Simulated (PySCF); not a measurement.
Ge(H)(Br)2(Me) (CH4Br2Ge), SMILES [CH3][GeH]([Br])[Br].

Geometry optimised at B3LYP-D3(BJ)/def2-SVP.

Calculation: PySCF with PBE/def2-TZVP.

Symmetry labels are those of the subgroup Cs that the program uses (full group Cs).

Computed valence orbital energies around the gap with their symmetry:
| orbital | symmetry | energy (eV) |
|---|---|---|
| HOMO−7 | A" | -10.71 |
| HOMO−6 | A' | -9.16 |
| HOMO−5 | A" | -9.01 |
| HOMO−4 | A' | -8.90 |
| HOMO−3 | A' | -7.39 |
| HOMO−2 | A" | -7.23 |
| HOMO−1 | A" | -7.05 |
| HOMO | A' | -7.04 |
| LUMO | A' | -2.05 |
| LUMO+1 | A" | -0.89 |
| LUMO+2 | A' | -0.07 |
| LUMO+3 | A' | 0.43 |
